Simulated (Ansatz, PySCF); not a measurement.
Reaction (SMILES): CCOC + 3 [H][H] (H2) -> 3 C (CH4) + O (H2O)
Geometries: B3LYP-D3(BJ)/def2-TZVP minima from Ansatz (an electronic-structure program), one conformer each, not searched for the lowest.

Quantity: energy of full hydrogenation (enthalpy at 298 K, with B3LYP-D3(BJ) rigid-rotor harmonic-oscillator terms from PySCF), in kJ/mol. Correlated levels leave the core frozen unless marked. Spin-orbit coupling is left out. Non-relativistic. CBS(X,Y): correlation extrapolated as X^-3; Hartree-Fock from the larger set. The bracket is a focal-point correction in the basis named.

```
level                   program  energy of full hydrogenation (kJ/mol)
----------------  -------------  -------------------------------------
HF-D4/def2-TZVPD  PySCF + dftd4                                 -237.5
```

Task: What does RI-MP2/CBS(cc-pVTZ,cc-pVQZ)+[CCSD(T)-MP2]/cc-pVTZ (Ansatz) give?

Result: -246.4 kJ/mol, so HF-D4/def2-TZVPD differs from it by 8.9 kJ/mol.
